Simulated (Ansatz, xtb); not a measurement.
**Two structures of C3H11BGe**

Structure a: a singlet given by its coordinates. Structure b: `B[C@@H](C)[CH2][GeH3]`, a singlet. Both are isolated molecules in the gas phase, relaxed with B3LYP-D3(BJ)/def2-SVP; the shapes shown needn't be the lowest conformers.

a (Å):

```xyz
16

C     0.8380    0.1322   -0.4577
C     0.4718   -0.3503   -1.8678
C    -0.2276   -0.2466    0.5798
B     1.5226    1.4942   -0.3203
Ge    2.5393   -0.8999    0.0738
H     2.1238    1.9741   -1.2534
H     1.5562    2.0572    0.7495
H     1.2555   -0.1151   -2.6040
H     0.2781   -1.4361   -1.9048
H    -0.4524    0.1515   -2.2026
H    -0.4333   -1.3307    0.5966
H     0.0531    0.0665    1.5970
H    -1.1789    0.2558    0.3338
H     3.7059   -0.6767   -0.9077
H     2.0700   -2.3667   -0.0180
H     2.9905   -0.5983    1.5158
```

Close contacts (Å): C1–C2 1.53, C1–C3 1.53, C1–B4 1.53, C1–Ge5 2.06, B4–Ge5 2.63, C2–H8 1.10, C2–H9 1.10, C2–H10 1.10, C3–H11 1.10, C3–H12 1.10, C3–H13 1.10, B4–H6 1.21, B4–H7 1.21, Ge5–H14 1.54, Ge5–H15 1.54, Ge5–H16 1.54.

b (Å):

| atom | x (Å) | y (Å) | z (Å) |
| --- | --- | --- | --- |
| C | 0.7962 | 0.2367 | -0.8181 |
| C | 1.7835 | 1.3832 | -1.0430 |
| C | 1.4925 | -1.0730 | -0.3285 |
| B | -0.1814 | 0.3730 | 0.3884 |
| Ge | 2.7861 | -1.8417 | -1.6205 |
| H | 0.1682 | 0.9638 | 1.3849 |
| H | -1.2427 | -0.2044 | 0.3940 |
| H | 0.2687 | 0.0011 | -1.7580 |
| H | 2.5081 | 1.1621 | -1.8447 |
| H | 1.2575 | 2.3087 | -1.3256 |
| H | 2.3567 | 1.5973 | -0.1255 |
| H | 2.0389 | -0.9049 | 0.6158 |
| H | 0.7560 | -1.8719 | -0.1353 |
| H | 3.1384 | -3.2821 | -1.1890 |
| H | 4.0851 | -1.0124 | -1.6795 |
| H | 2.1405 | -1.8697 | -3.0226 |

Question: Estimate E(b) − E(a) at the level CCSD(T)/def2-SVP + ΔMP2/def2-TZVPP.

Answer: Calculated at CCSD(T)/def2-SVP + ΔMP2/def2-TZVPP: E(b) − E(a) = +0.248 eV, so structure a lies lower.

Level by level:

| level | geometry | E(b) − E(a) (eV) | departure from the last row (eV) | job, with rough time for the two |
| --- | --- | --- | --- | --- |
| GFN2-xTB | GFN2-xTB | +0.098 | −0.150 | optimisation, 0.27 s |
| HF/STO-3G | GFN2-xTB | +0.006 | −0.242 | single point, 0.46 s |
| r2SCAN-D4/def2-SVP | GFN2-xTB | +0.255 | +0.008 | single point, 3.2 s |
| B3LYP-D3(BJ)/def2-SVP | B3LYP-D3(BJ)/def2-SVP | +0.211 | −0.037 | optimisation, 54 s |
| HF/def2-SVP | B3LYP-D3(BJ)/def2-SVP | +0.071 | −0.177 | part of the CCSD(T) run |
| MP2/def2-SVP | B3LYP-D3(BJ)/def2-SVP | +0.238 | −0.010 | part of the CCSD(T) run |
| CCSD(T)/def2-SVP | B3LYP-D3(BJ)/def2-SVP | +0.227 | −0.021 | single point |
| CCSD(T)/def2-SVP + ΔMP2/def2-TZVPP | B3LYP-D3(BJ)/def2-SVP | +0.248 |  | single point, 50 s |

HF/STO-3G finds them nearly level. The largest departure from CCSD(T)/def2-SVP + ΔMP2/def2-TZVPP is that of HF/STO-3G, 0.242 eV. The last row adds to CCSD(T) the change of the MP2 difference between the two basis sets, here +0.021 eV.

With thermal terms from frequencies at re-optimised GFN2-xTB minima (ideal gas, soft modes damped towards free rotors, one conformer each, 298.15 K, 1 atm): the zero-point term adds +0.007 eV; ΔH is +0.253 and ΔG +0.236 eV.

The correlated steps freeze 13 core orbitals; the filled d shell of Ge is correlated, in a basis made for valence electrons. Mirror images aren't counted in ΔG. Programs: Ansatz 0.2.0, xtb 6.7.1; the last row on 2 threads of Intel(R) Xeon(R) 6975P-C (Granite Rapids) on a shared host.
